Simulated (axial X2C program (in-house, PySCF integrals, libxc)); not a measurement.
# LiSc⁺ along the bond: PBE0, with spin–orbit coupling

Calculated with an in-house relativistic program for diatomic molecules. Two-component (2c) means X2C with spin–orbit coupling and atomic mean-field two-electron Coulomb and Gaunt terms. Basis: Sc dyall-cv3z [10s11p7d5f2g], Li dyall-cv3z [7s8p2d] (cores contracted in-house); Gaussian nuclei, density fitting, unrestricted open shells. Masses: Sc 44.956 u, Li 7.016 u.

State: Ω = 1/2 (⟨Sz⟩ = 0.50, ⟨Lz⟩ = 0.00 at PBE0). Dipoles are positive if Li is the positive end and refer to the centre of mass.

Results along the bond:

```tsv
R (Å)	μ (D)	HOMO (eV)	LUMO (eV)
2.692	3.951	-9.77	-6.91
2.816	4.277	-9.67	-6.85
2.908	4.544	-9.59	-6.80
3.001	4.828	-9.51	-6.76
3.094	5.130	-9.43	-6.71
3.202	5.501	-9.34	-6.66
3.311	5.891	-9.25	-6.61
3.450	6.416	-9.14	-6.53
3.620	7.088	-9.00	-6.45
3.868	8.105	-8.81	-6.32
```

The state is one determinant whose occupation by symmetry is held fixed; it was picked as the lowest of a PBE0 search that is not exhaustive. Density functionals use the spin component along the axis (collinear). Other states lie close and PBE0, whose exact exchange favours high spin, may order them wrongly; the determinant shown need not be the ground state. The nearest other 2c determinant of the search, Ω = 3/2, lies 0.07 eV up at the distance of the search.
